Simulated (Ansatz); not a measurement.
Calculated with Ansatz (gas phase, PBE0-D4/def2-TZVP geometries, no zero-point term in ΔE). CCSD(T)/CBS is the MP2 limit (def2-TZVPP, def2-QZVPP) plus CCSD(T) − MP2 in def2-TZVPP, frozen cores. def2 core potentials past Kr. For Br, Ge, Sn outer-core shells are correlated without core-valence functions, which leaves a few kJ/mol of doubt a bond. Scalar relativity is left out up to krypton.

`[Cl][SnH2][GeH3]` + `Br[SiH]1CO1` → `[GeH3][SiH]1CO1` + `[Cl][SnH2][Br]`  (redistribution)

| species | CCSD(T)/CBS(def2) energy (Eh) |
| --- | --- |
| `[Cl][SnH2][GeH3]` | -2752.95817 |
| `Br[SiH]1CO1` | -2977.45276 |
| `[GeH3][SiH]1CO1` | -2481.99737 |
| `[Cl][SnH2][Br]` | -3248.40375 |

Work out ΔE.

ΔE = (-2481.99737) + (-3248.40375) − (-2752.95817) − (-2977.45276) = 0.00981 Eh = +0.27 eV.

Largest T1 diagnostic among the species: 0.014.

In def2-TZVPP, CCSD(T) changes the Hartree–Fock value by +0.05 eV (the triples alone add −0.00 eV) and MP2 by +0.11 eV.
